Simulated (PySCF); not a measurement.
**I (iodine, neutral) across methods**

[Kr] 4d10 5s1 5p5 5d1, one real determinant (an excited configuration). All numbers are calculated (PySCF 2.14, scalar relativity through the core potential, in aug-cc-pwCVDZ-PP with ECP28MDF (6s5p4d1f, 48 functions)).

| method | E (hartree) | mean ε 5p α (eV) | mean ε 5p β (eV) | mean ε 5d α (eV) | Σ⟨r²⟩ (bohr²) | ⟨S²⟩ |
| --- | --- | --- | --- | --- | --- | --- |
| UHF | -293.89186 | -14.606 | -10.109 | -1.100 | 66.59 | 3.765 |
| wB97X-V | -294.8972 | -13.351 | -11.147 | -1.079 | 65.44 | 3.753 |
| LDA | -294.5124 | -9.737 | -8.311 | 1.356 | 65.45 | 3.751 |
| PBE0 | -294.9448 | -11.070 | -8.922 | 0.530 | 65.51 | 3.752 |
| r2SCAN | -295.0528 | -10.191 | -8.241 | 1.213 | 65.50 | 3.753 |
| BLYP | -294.8870 | -9.317 | -8.012 | 1.555 | 65.63 | 3.751 |
| MN15 | -294.1952 | -11.518 | -9.437 | 0.488 | 65.44 | 3.754 |
| PBE | -294.9314 | -9.634 | -8.095 | 1.255 | 65.51 | 3.751 |

Task: Estimate the same row for M06.

Result: E (hartree) = -294.9938; mean ε 5p α (eV) = -10.757; mean ε 5p β (eV) = -8.754; mean ε 5d α (eV) = 0.757; Σ⟨r²⟩ (bohr²) = 65.62; ⟨S²⟩ = 3.757.

⟨L²⟩ = 7.93 against 12 for a pure F term, so this real determinant mixes terms. Energies and moments cover only the electrons outside the core potential. The outer electron is Rydberg-like, and this basis confines it to a smaller radius and binds it less than a complete one would.

The highest occupied level is positive at LDA, PBE0, M06, r2SCAN, BLYP, MN15, PBE: only the finite basis holds that electron, which in a density functional comes from self-interaction.
